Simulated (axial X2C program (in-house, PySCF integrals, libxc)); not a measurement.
**Potential curves of MnF, 2c in a model world with the speed of light multiplied by 0.8**

All values were computed with an axial X2C code built on PySCF integrals. Two-component (2c) means X2C with spin–orbit coupling and atomic mean-field two-electron Coulomb and Gaunt terms; the speed of light was multiplied by 0.8, so these are model numbers, not those of the real molecule. Basis: Mn dyall-v3z [9s10p6d3f2g], F dyall-v3z [6s5p2d1f] (cores contracted in-house); Gaussian nuclei, density fitting, unrestricted open shells. Masses: Mn 54.938 u, F 18.998 u.

State: Ω = 3 (⟨Sz⟩ = 3.00, ⟨Lz⟩ = 0.00 at HF). Energies in eV from the fragments at the same level (Mn + F). Fits are polynomials in 1 − R0/R over 0.85 to 1.23 times the lowest point R0.

| R (Å) | HF | MP2 |
| --- | --- | --- |
| 1.5956 | -2.2701 | -3.8880 |
| 1.6689 | -2.8877 | -4.4414 |
| 1.7240 | -3.1668 | -4.6858 |
| 1.7790 | -3.3271 | -4.8205 |
| 1.8340 | -3.3970 | -4.8715 |
| 1.8982 | -3.3928 | -4.8520 |
| 1.9624 | -3.3212 | -4.7702 |
| 2.0449 | -3.1613 | -4.6022 |
| 2.1458 | -2.9014 | -4.3370 |
| 2.2925 | -2.4633 | -3.8946 |

Correlated methods: 14 electrons correlated (number of frozen shells: Mn 3 s, 2 p; F 1 s), 242 virtual spin orbitals or spinors in MP2.

The state is one determinant whose occupation by symmetry is held fixed; it was picked as the lowest of a PBE0 search that is not exhaustive. De is counted from the lowest determinant-based energies of the atoms at the same level, without counterpoise correction. Other states lie close and PBE0, whose exact exchange favours high spin, may order them wrongly; the determinant shown need not be the ground state. The nearest other 2c determinant of the search, Ω = 2, lies 0.70 eV up at the distance of the search. With several unpaired electrons one determinant need not be a pure state. Open-shell Ω = 0 determinants with evenly filled partner blocks cannot be reached by this program, so the Ω shown need not be the lowest component. MP2 and coupled cluster on one determinant become unreliable at the stretched end.

Q: Fit the HF curve near its minimum: give the equilibrium distance, the harmonic wavenumber and the well depth.

A: At HF, 2c: Re = 1.862 Å, ωe ≈ 614 cm⁻¹, De = 3.40 eV to Mn + F; Be follows as 0.344 cm⁻¹.

Q: What are Re, ωe and De at the MP2 level?

A: At MP2, 2c: Re = 1.849 Å, ωe ≈ 611 cm⁻¹, De = 4.87 eV to Mn + F; Be follows as 0.349 cm⁻¹.
